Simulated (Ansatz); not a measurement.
Z-matrix (Å, degrees):
```
C
Al 1 1.933
H 1 1.092 2 112.2
H 1 1.094 2 110.7 3 120.8
H 1 1.094 2 110.8 3 -120.9
F 2 1.655 1 120.1 3 179.2
N 2 1.777 1 125.2 3 -0.8
Si 7 1.724 2 130.6 1 0.0
H 7 1.013 2 115.1 1 -179.8
H 8 1.490 7 112.3 2 119.9
H 8 1.487 7 107.5 2 0.4
H 8 1.490 7 112.4 2 -119.1
```

Charge 0, multiplicity 1.

**Question.** List the ωB97M-V/def2-TZVPP orbital energies in eV (Ansatz). (An estimate is asked.)

**Answer.** Ansatz gave: Occupied: -1807.06, -1531.95, -676.33, -394.01, -280.89, -148.09, -116.58, -102.21, -102.20, -102.19, -76.25, -76.10, -76.04, -34.49, -25.92, -21.93, -17.74, -15.68, -14.97, -14.14, -14.02, -13.61, -13.56, -12.99, -12.46, -11.78, -11.07, -10.08. Lowest empty: 1.17, 1.63, 2.30, 2.84, 3.10, 3.30, 3.42, 4.06.
